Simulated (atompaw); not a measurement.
# Logarithmic derivatives: Yb, PAW (atompaw)

Yb (Z = 70), PAW, made with atompaw 4.2.0.5 (LDA (PW92), scalar-relativistic). Core [Xe], reference 4f14 5d0 6s2 6p0. Waves: 6s (bound): rc 3.00 bohr; 6s channel at 0.3 Ry: rc 3.00 bohr; 6p (bound, empty): rc 3.00 bohr; 6p channel at 3.25 Ry: rc 3.00 bohr; 5d (bound, empty): rc 3.00 bohr; 5d channel at 4.1 Ry: rc 3.00 bohr; 4f (bound): rc 1.25 bohr; 4f channel at 0.34 Ry: rc 1.25 bohr. Local part: bessel scheme, radius 2.25 bohr. Core correction: smooth core density matched at 1.65 bohr. Augmentation charge: sinc compensation charge, radius 2.15 bohr; PAW radius 3.00 bohr; waves and projectors: custom rrkj vanderbiltortho.

The phase is arctan(r·u′/u) with u = r·R(r), unwrapped; energies in Ry, scanned from -2 to 5 Ry. A pole is an energy at which the radial function vanishes at the test radius. The pseudo phase is shifted by a multiple of π to meet the all-electron one at the reference energy, and phase errors are pseudo minus all-electron; the curves can meet again beyond the range given. Levels narrower than the energy grid can be missing from the lists of poles.

```
channel  radius (bohr)  reference energy (Ry)  poles, all-electron  poles, pseudo  unbroken range about the reference energy with phases within 0.05 rad  phase error 1 Ry above the reference energy (rad)
      s           3.00                  -0.30                 1.79     1.61, 2.02                                                              below 1.7                                             -0.000
      p           3.00                  -0.08          -1.94, 3.10     1.27, 3.10                                                            -1.4 to 0.4                                             -0.360
      d           3.00                  -0.06                 0.64           1.18                                                            -0.2 to 0.1                                             +0.136
      f           3.00                  -0.24          -0.21, 3.38    -0.21, 3.43                                                              below 4.8                                             +0.000
```

Phases in the p channel:

```csv
E (Ry),all-electron,pseudo
-2.00,-1.442,-1.797
-1.52,-1.772,-1.827
-1.04,-1.849,-1.872
-0.56,-1.940,-1.948
-0.08,-2.109,-2.109
0.40,-2.574,-2.640
0.88,-3.721,-4.081
1.36,-4.322,-4.931
1.84,-4.524,-7.569
2.32,-4.622,-7.747
2.80,-4.683,-7.822
3.28,-4.728,-7.870
3.76,-4.768,-7.907
4.24,-4.809,-7.942
4.72,-4.858,-7.979
```
